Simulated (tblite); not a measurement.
Species: C6H10N (doublet state).
Numbering: `[CH3:1][C:2]1=[C:3][C@H:4]([CH2:5][NH2:6])[CH2:7]1` (hydrogens: H8, H9, H10 on C1; H11 on C4; H12, H13 on C5; H14, H15 on N6; H16, H17 on C7)

Structure optimised with GFN2-xTB, isolated species. This method treats the open shell by occupation alone, without spin polarisation.

**Question.** List the bond lengths, angles and torsions at this level.

**Answer.** 
```
                bond  length (Å)   order
               C1–C2       1.477  single
               C2=C3       1.324  double
               C3–C4       1.512  single
               C4–C5       1.529  single
               C5–N6       1.450  single
               C4–C7       1.552  single
               C2–C7       1.528  single
C1–H8, C1–H9, C1–H10       1.090  single
              C4–H11       1.093  single
              C5–H12       1.095  single
              C5–H13       1.094  single
      N6–H14, N6–H15       1.015  single
              C7–H16       1.089  single
              C7–H17       1.089  single
```

Bonds in one row agree within 0.01 Å and their mean is given. Orders are formal, as drawn. A selection of angles:
```
     angle  degrees
  C2–C1–H8    110.3
  H8–C1–H9    108.9
 H9–C1–H10    107.9
  C1–C2–C3    139.2
  C1–C2–C7    130.0
  C3–C2–C7     90.7
  C2–C3–C4     97.9
  C3–C4–C5    116.0
  C3–C4–C7     83.2
 C3–C4–H11    114.2
  C5–C4–C7    116.5
 C5–C4–H11    110.5
 C7–C4–H11    114.2
  C4–C5–N6    114.4
 C4–C5–H12    109.3
 C4–C5–H13    109.3
 N6–C5–H12    107.9
 N6–C5–H13    107.5
H12–C5–H13    108.3
 C5–N6–H14    110.2
H14–N6–H15    107.3
 C4–C7–H16    113.7
 C4–C7–H17    114.0
  C2–C7–C4     88.1
 C2–C7–H16    114.2
 C2–C7–H17    114.0
H16–C7–H17    111.1
```

Dihedral angles: C1–C2–C3–C4 -179° (antiperiplanar); C2–C3–C4–C5 116° (anticlinal); C3–C4–C5–N6 74° (synclinal); C3–C4–C7–C2 0° (synperiplanar); C1–C2–C7–C4 179° (antiperiplanar).

The 4-membered ring C2–C3–C4–C7 has internal angles of 83.2° to 97.9°; it is planar, 0.00 Å rms from its mean plane, widest ring torsion 1°. N6 (nitrogen bonded to C and 2 H) is pyramidal (angles 110.2°, 109.4° and 107.3°, sum 326.9°, 0.38 Å off the plane of its three neighbours). C2 (carbon bonded to 3 C) is planar (angles 139.2°, 130.0° and 90.7°, sum 360.0°, 0.00 Å off the plane of its three neighbours). C3 (carbon bonded to 2 C) is bent (angle 97.9°). Of the pairs four or more bonds apart, C3···H15 is among the closest relative to their van der Waals radii: 2.91 Å, 100 % of the sum of Bondi's values. The C–C distances run from 1.324 Å (C2=C3, drawn double) to 1.552 Å (C4–C7, drawn single), a spread of 0.228 Å.

Point group: C1 (no symmetry element, even within 0.4 Å). Its GFN2-xTB frequencies are all real (lowest 70 cm⁻¹). Torsions: C3–C4–C5–N6 74°, C4–C5–N6–H 59° and -59°.

One conformer stands for the species.

These are computed values.
